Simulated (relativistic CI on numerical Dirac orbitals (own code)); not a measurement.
## In XIII: computed level list

Computed by Dirac-Coulomb-Breit CI, orbitals from a KLI potential per configuration, QED by a radiative potential, unscaled Slater integrals (own radial code, finite nucleus).

Configurations in the expansion (outside the closed core [Ar] 3d10): 4s²4p⁶4d, 4s²4p⁵4d², 4s²4p⁶4f, 4s²4p⁶5s, 4s4p⁶4d², 4s²4p⁵4d4f, 4s²4p⁶5p, 4s4p⁶4d4f, 4s²4p⁶5d, 4s²4p⁵4d5s, 4s²4p⁶6s, 4s²4p⁶5f, 4s²4p⁶6p, 4p⁶4d³, 4p⁵4d⁴, 4p⁵4d³4f. Double excitations out of closed p, d and f shells are left out; levels of such configurations are missing from the list, as are those of other unlisted configurations, and high levels can miss mixing partners. These lack a partner that the ground configuration has and come out too high: 4s²4p⁵4d5s.

The lowest level is 4s²4p⁶4d ²D3/2, with 99 % of that term; Hund's rules for 4s²4p⁶4d give ²D with J = 3/2, in agreement.

| No. | Configuration | Term | J | E (cm⁻¹) | % | Next component (%) | jj configuration (%) |
| --- | --- | --- | --- | --- | --- | --- | --- |
| 1 | 4s²4p⁶4d | ²D | 3/2 | 0 | 99 | 1 4s²4p⁵4d4f ²D | 4d3/2 (99) |
| 2 | 4s²4p⁶4d | ²D | 5/2 | 11117 | 99 | 1 4s²4p⁵4d4f ²D | 4d5/2 (99) |
| 3 | 4s²4p⁵4d² | ⁴D° | 1/2 | 494582 | 97 | 2 ²P° | 4p3/2^3 4d3/2^2 (67) |
| 4 | 4s²4p⁵4d² | ⁴D° | 3/2 | 497394 | 87 | 7 ⁴F° | 4p3/2^3 4d3/2^2 (59) |
| 5 | 4s²4p⁵4d² | ⁴D° | 5/2 | 502855 | 79 | 13 ⁴F° | 4p3/2^3 4d3/2 4d5/2 (75) |
| 6 | 4s²4p⁵4d² | ⁴D° | 7/2 | 510968 | 74 | 19 ⁴F° | 4p3/2^3 4d3/2 4d5/2 (66) |
| 7 | 4s²4p⁵4d² | ²F° | 5/2 | 519357 | 27 | 19 ⁴P° | 4p3/2^3 4d3/2^2 (67) |
| 8 | 4s²4p⁵4d² | ⁴G° | 9/2 | 519860 | 79 | 15 ⁴F° | 4p3/2^3 4d3/2 4d5/2 (93) |
| 9 | 4s²4p⁵4d² | ⁴G° | 7/2 | 521158 | 53 | 17 ²F° | 4p3/2^3 4d3/2^2 (70) |
| 10 | 4s²4p⁵4d² | ⁴G° | 11/2 | 521326 | 97 | 2 ²H° | 4p3/2^3 4d5/2^2 (67) |
| 11 | 4s²4p⁵4d² | ⁴P° | 5/2 | 526455 | 63 | 19 ²F° | 4p3/2^3 4d3/2 4d5/2 (76) |
| 12 | 4s²4p⁵4d² | ⁴P° | 3/2 | 530957 | 54 | 18 ²P° | 4p3/2^3 4d3/2 4d5/2 (57) |
| 13 | 4s²4p⁵4d² | ⁴F° | 3/2 | 533441 | 34 | 33 ²D° | 4p3/2^3 4d3/2^2 (54) |
| 14 | 4s²4p⁵4d² | ⁴P° | 1/2 | 541034 | 71 | 15 ²P° | 4p3/2^3 4d3/2 4d5/2 (80) |
| 15 | 4s²4p⁵4d² | ²F° | 7/2 | 541228 | 45 | 25 ²G° | 4p3/2^3 4d3/2 4d5/2 (52) |
| 16 | 4s²4p⁵4d² | ²D° | 5/2 | 543326 | 61 | 18 ²F° | 4p3/2^3 4d5/2^2 (69) |
| 17 | 4s²4p⁵4d² | ²F° | 7/2 | 544900 | 42 | 24 ²G° | 4p3/2^3 4d3/2 4d5/2 (49) |
| 18 | 4s²4p⁵4d² | ²F° | 5/2 | 546231 | 37 | 19 ⁴F° | 4p3/2^3 4d3/2 4d5/2 (34) |
| 19 | 4s²4p⁵4d² | ⁴F° | 9/2 | 546856 | 69 | 25 ²G° | 4p3/2^3 4d5/2^2 (73) |
| 20 | 4s²4p⁵4d² | ²H° | 11/2 | 552661 | 98 | 2 ⁴G° | 4p3/2^3 4d3/2 4d5/2 (67) |
| 21 | 4s²4p⁵4d² | ⁴D° | 7/2 | 555663 | 41 | 36 ²F° | 4p3/2^3 4d3/2 4d5/2 (79) |
| 22 | 4s²4p⁵4d² | ⁴F° | 3/2 | 555826 | 38 | 32 ²P° | 4p3/2^3 4d3/2 4d5/2 (64) |
| 23 | 4s²4p⁵4d² | ²P° | 1/2 | 561211 | 81 | 14 ⁴P° | 4p3/2^3 4d5/2^2 (84) |
| 24 | 4s²4p⁵4d² | ⁴D° | 5/2 | 564558 | 26 | 24 ⁴G° | 4p3/2^3 4d3/2 4d5/2 (61) |
| 25 | 4s²4p⁵4d² | ²H° | 9/2 | 574626 | 55 | 44 ²G° | 4p3/2^3 4d3/2 4d5/2 (70) |
| 26 | 4s²4p⁵4d² | ²F° | 5/2 | 580506 | 32 | 21 ⁴G° | 4p1/2 4p3/2^4 4d3/2^2 (54) |
| 27 | 4s²4p⁵4d² | ²D° | 3/2 | 581398 | 42 | 39 ⁴D° | 4p3/2^3 4d3/2 4d5/2 (42) |
| 28 | 4s²4p⁵4d² | ⁴D° | 7/2 | 588390 | 34 | 32 ²F° | 4p3/2^3 4d5/2^2 (65) |
| 29 | 4s²4p⁶5s | ²S | 1/2 | 589831 | 100 |  | 5s (100) |
| 30 | 4s²4p⁵4d² | ⁴D° | 5/2 | 591357 | 32 | 20 ²F° | 4p1/2 4p3/2^4 4d3/2 4d5/2 (43) |
| 31 | 4s²4p⁵4d² | ²D° | 3/2 | 594773 | 40 | 38 ²P° | 4p3/2^3 4d5/2^2 (47) |
| 32 | 4s²4p⁵4d² | ²G° | 7/2 | 597203 | 33 | 25 ⁴G° | 4p1/2 4p3/2^4 4d3/2 4d5/2 (75) |
| 33 | 4s²4p⁵4d² | ⁴D° | 1/2 | 602223 | 82 | 9 ²P° | 4p1/2 4p3/2^4 4d3/2^2 (36) |
| 34 | 4s²4p⁵4d² | ²G° | 9/2 | 611359 | 61 | 14 ²H° | 4p1/2 4p3/2^4 4d3/2 4d5/2 (64) |
| 35 | 4s²4p⁶4f | ²F° | 7/2 | 613695 | 38 | 38 4s²4p⁵4d² ²F° | 4f7/2 (38) |
| 36 | 4s²4p⁵4d² | ⁴S° | 3/2 | 615504 | 35 | 28 ⁴D° | 4p1/2 4p3/2^4 4d3/2 4d5/2 (47) |
| 37 | 4s²4p⁵4d² | ²F° | 5/2 | 621075 | 49 | 27 ²D° | 4p1/2 4p3/2^4 4d3/2 4d5/2 (64) |
| 38 | 4s²4p⁵4d² | ²P° | 3/2 | 623892 | 34 | 23 ²D° | 4p1/2 4p3/2^4 4d3/2 4d5/2 (45) |
| 39 | 4s²4p⁵4d² | ²S° | 1/2 | 624036 | 76 | 14 ⁴P° | 4p1/2 4p3/2^4 4d3/2 4d5/2 (69) |
| 40 | 4s²4p⁵4d² | ²G° | 7/2 | 631324 | 76 | 14 ²F° | 4p1/2 4p3/2^4 4d5/2^2 (42) |
| 41 | 4s²4p⁵4d² | ²P° | 3/2 | 638851 | 58 | 20 ⁴S° | 4p1/2 4p3/2^4 4d5/2^2 (63) |
| 42 | 4s²4p⁵4d² | ²G° | 9/2 | 639200 | 64 | 31 ²H° | 4p1/2 4p3/2^4 4d5/2^2 (58) |
| 43 | 4s²4p⁵4d² | ²D° | 5/2 | 642854 | 51 | 29 ²F° | 4p1/2 4p3/2^4 4d5/2^2 (86) |
| 44 | 4s²4p⁵4d² | ²P° | 1/2 | 679288 | 94 | 4 ⁴D° | 4p1/2 4p3/2^4 4d5/2^2 (80) |
| 45 | 4s²4p⁶5p | ²P° | 1/2 | 713098 | 99 | 1 4s²4p⁵4d5s ²P° | 5p1/2 (99) |

Energies count from the lowest computed level; ° marks odd parity. Filled j subshells are mostly left out of the jj labels.

The mean weight of the leading LS term, summed over parents, in these 45 levels is 61 %, and that of the leading jj configuration (from the same eigenvectors) 65 %.

At this charge energies of transitions that change n are usually good to better than 1 %, and those within a shell (Δn = 0) to a few per cent.

LS names give the leading component of a level, which can be under half, so a name can repeat, a term be missing and a line seem to break the LS rules.
